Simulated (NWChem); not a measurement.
System: SnICl, singlet; SMILES [Cl][Sn][I]

All runs: NWChem. Low-valent species are run as closed-shell singlets; no triplet was tried in these runs. Geometry: optimised at PBE0/def2-SVP. def2 effective core potentials on Sn, I; no spin-orbit coupling. Level r2SCAN/def2-SVP: energy and gradient on several grids; changes count from the extra-fine grid, which is no exact limit either.

Task: Which is the coarsest grid (fine; xcoarse; coarse; xfine; medium) from which on the energy stays within 500 μHa and each gradient component within 500 μHa/bohr of xfine?

Result: coarse.
```
grid     size of the energy change (μHa)  largest change of a gradient component (μHa/bohr)
-------  -------------------------------  -------------------------------------------------
xcoarse                             2000                                                100
coarse                              < 10                                               < 30
medium                                10                                               < 30
fine                                < 10                                               < 30
xfine                               < 10                                               < 30
```
